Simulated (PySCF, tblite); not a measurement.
Species: C4H14O2Si3.
Geometry (GFN2-xTB, Å), atoms numbered from 1 in this order:
```xyz
23
C4H14O2Si3 angstrom
C     -2.8800   -0.2379   -0.4828
C     -1.6072   -0.2133    0.3558
C     -1.6091   -1.3726    1.3508
Si    -0.0793   -0.2408   -0.7942
Si     0.2860    1.5707   -2.1738
O      1.2123   -0.3099    0.3060
C      2.3094    0.4023    0.1656
O      2.4753    1.1822   -0.7463
Si     3.5523    0.0460    1.5782
H     -3.7643   -0.2086    0.1526
H     -2.9161    0.6117   -1.1604
H     -2.9211   -1.1466   -1.0789
H     -1.6074    0.7194    0.9329
H     -2.4653   -1.3017    2.0212
H     -1.6661   -2.3238    0.8257
H     -0.7015   -1.3670    1.9500
H      0.0409   -1.6000   -1.3523
H      0.5066    2.8251   -1.4529
H      1.3297    1.3392   -3.1670
H     -0.9526    1.7983   -2.9514
H      4.7391    0.8703    1.3810
H      3.8511   -1.3835    1.5231
H      2.8628    0.3673    2.8273
```

Computed with PBE0/pcSseg-1 in PySCF (dipole) on a GFN2-xTB geometry, gas phase.

Take the most abundant isotopes and a rigid rotor. The values belong to one conformer with, in the numbering `[CH3:1][CH:2]([CH3:3])[Si@@H:4]([SiH3:5])[O:6][C:7](=[O:8])[SiH3:9]`, C1–C2–Si4–Si5 65°, C2–Si4–O6–C7 -137°, Si4–O6–C7–O8 1°.

Problem. Give the principal moments of inertia and the rotational constants in MHz.

Solution. Ia = 395.52, Ib = 796.59, Ic = 1134.10 u·Å²; 505379 MHz·u·Å²/I gives A = 1278, B = 634.4, C = 445.6 MHz.

Problem. Classify the top.

Solution. An asymmetric top. Ray's parameter κ = (2B − A − C)/(A − C) = -0.546; −1 is the prolate and +1 the oblate limit.

Problem. Is it planar, by Δ = Ic − Ia − Ib?

Solution. Not planar: Δ = Ic − Ia − Ib = -58.01 u·Å². For a rigid frame Δ = −2 Σ m c², so Σ m c² = 29.01 u·Å² lies off the ab plane: 15.28 from hydrogen and 13.73 from heavier atoms. The atom farthest from that plane is 1.97 Å away.

Problem. List the rotational levels J(Ka,Kc) to J = 5 (MHz).

Solution. Above 0(0,0):
J = 1: 1(0,1) 1080, 1(1,1) 1723, 1(1,0) 1912
J = 2: 2(0,2) 3204, 2(1,2) 3695, 2(1,1) 4261, 2(2,1) 6191, 2(2,0) 6227
J = 3: 3(0,3) 6309, 3(1,3) 6631, 3(1,2) 7759, 3(2,2) 9431, 3(2,1) 9602, 3(3,1) 13140, 3(3,0) 13145
J = 4: 4(0,4) 10329, 4(1,4) 10513, 4(1,3) 12371, 4(2,3) 13723, 4(2,2) 14194, 4(3,2) 17521, 4(3,1) 17551, 4(4,1) 22632, 4(4,0) 22633
J = 5: 5(0,5) 15228, 5(1,5) 15323, 5(1,4) 18041, 5(2,4) 19044, 5(2,3) 20013, 5(3,3) 23006, 5(3,2) 23120, 5(4,2) 28112, 5(4,1) 28116, 5(5,1) 34678, 5(5,0) 34678
The levels of one J sum to (2J + 1)J(J + 1)(A + B + C)/3.

Problem. Which lines would a microwave search look for?

Solution. The dipole components are |μa| = 0.23 D, |μb| = 2.31 D, |μc| = 0.13 D. The squared components, which scale the intensities, stand as 0.01 : 1.00 : 0.00 (a : b : c). Some lines, for components of 0.1 D or more:

```csv
type,branch,"J(Ka,Kc)",MHz,lower level (cm⁻¹)
a,R,"2(1,2) ← 1(1,1)",1971,0.057
b,Q,"4(1,3) ← 4(0,4)",2042,0.345
b,Q,"3(3,0) ← 3(2,1)",3542,0.320
b,Q,"4(3,2) ← 4(2,3)",3798,0.458
b,Q,"5(3,3) ← 5(2,4)",3962,0.635
b,R,"2(2,1) ← 1(1,0)",4279,0.064
a,R,"5(0,5) ← 4(0,4)",4899,0.345
b,Q,"5(4,1) ← 5(3,2)",4996,0.771
c,Q,"4(4,1) ← 4(3,1)",5081,0.585
a,R,"5(2,4) ← 4(2,3)",5321,0.458
a,R,"5(3,3) ← 4(3,2)",5485,0.584
b,R,"4(2,3) ← 3(1,2)",5964,0.259
c,R,"3(3,1) ← 2(2,1)",6949,0.207
c,R,"4(2,3) ← 3(1,3)",7092,0.221
b,R,"5(3,3) ← 4(2,2)",8812,0.473
```

Problem. Estimate the classical rotational partition function at 10 K, 50 K and 500 K.

Solution. Point group C1, symmetry number σ = 1; q = (√π/σ)·√((kT/h)³/(ABC)), k/h = 20836.6 MHz/K: 8870 at 10 K, 99200 at 50 K, 3140000 at 500 K.

Its GFN2-xTB frequencies are all real (lowest 24 cm⁻¹). No vibrational averaging or centrifugal distortion is included, and the geometry carries the error of its method. A rigid rotor knows nothing of internal rotation, which can split or shift real lines.
